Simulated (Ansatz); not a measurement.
iodobenzene (C6H5I), singlet, at a GFN2-xTB geometry (core potentials on I); REVPBE/def2-SVP (Ansatz, a quantum-chemistry and plane-wave program).

The Ansatz input:
Ansatz 0.2 input:
```yaml
crystal:
  periodic: [false, false, false]
  atoms:
    - {symbol: I, position_ang: [1.54919695, 0.03420280, -0.00953362]}
    - {symbol: C, position_ang: [-0.57031496, -0.01259128, 0.00350967]}
    - {symbol: C, position_ang: [-1.22206122, -1.23170619, -0.01879237]}
    - {symbol: C, position_ang: [-2.60641154, -1.25603278, -0.01013698]}
    - {symbol: C, position_ang: [-3.32591525, -0.07342877, 0.02046738]}
    - {symbol: C, position_ang: [-2.65898166, 1.13978468, 0.04253974]}
    - {symbol: C, position_ang: [-1.27490491, 1.17657876, 0.03415847]}
    - {symbol: H, position_ang: [-0.66116375, -2.15343602, -0.04264636]}
    - {symbol: H, position_ang: [-3.12044666, -2.20537541, -0.02746069]}
    - {symbol: H, position_ang: [-4.40514882, -0.09725583, 0.02710889]}
    - {symbol: H, position_ang: [-3.21416063, 2.06552145, 0.06644330]}
    - {symbol: H, position_ang: [-0.75498107, 2.12217071, 0.05136119]}
basis:
  gaussian:
    orbitals: def2-SVP
hamiltonian:
  xc: revpbe
```

Output, abridged:

```
Functional definition: revPBE
1554 factors; their error is unknown
mean field evaluation 1: about -14382.4303 eV, gradient 7.4e1 eV
mean field evaluation 2: about -14343.5949 eV, gradient 1.4e2 eV
mean field evaluation 4: about -14398.9195 eV, gradient 8.8e0 eV
mean field evaluation 8: about -14399.1077 eV, gradient 2.0e-1 eV
mean field evaluation 16: about -14399.0319 eV, gradient 2.4e-4 eV
mean field -14399.03189620 eV, -529.1546621712 hartree, gradient 4.3e-5 eV, S^2 0.000000; 0 other end points of the search recorded, 0 dependent functions left out
reference -14399.03193722 eV, -529.1546636783 hartree; 33, 33 occupied and 102, 102 virtual orbitals, 1554 factors
Total energy: -14399.03193722 eV, -529.1546636783 hartree
```
